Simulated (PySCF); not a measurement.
## Dipole response of Si⁺ (silicon, charge +1)

[Ne] 3s2 3p1, 2P determinant. Calculation: PySCF 2.14, in x2c-TZVPPall with one added diffuse shell each of s, p, d type (6s6p4d1f, 51 functions); scalar relativity by spin-free X2C-1e. Coupled (time-dependent) response in atomic units; α is the mean over directions.

```tsv
method	mean α (bohr³)	α xx, yy, zz	C₆ (like pair)	S(−4)
UHF	19.48	19.06, 20.32, 19.06	104.8	154.0
PBE	19.05	18.38, 20.38, 18.38	100.5	149.3
PBE0	19.02	18.47, 20.12, 18.47	100.7	147.0
BP86	18.99	18.28, 20.42, 18.28	100.1	148.5
LC-wPBE	18.85	18.43, 19.69, 18.43	99.37	144.0
```

S(−4) is the Cauchy moment in α(ω) = α(0) + S(−4) ω² + …

α(iu) at LC-wPBE:

```
u (hartree)  α(iu) (bohr³)
          0          18.85
     0.0500          18.50
      0.100          17.52
      0.200          14.50
      0.300          11.31
      0.500          6.727
      0.750          3.837
       1.00          2.449
       1.50          1.267
       2.00         0.7993
       3.00         0.4305
       5.00         0.2068
```

For an ion, C₆ is the dispersion term alone; charge-induced terms of lower order in 1/R come first.

The components differ because the open shell of this determinant is not spherical; for a pure term their mean is the scalar polarisability.
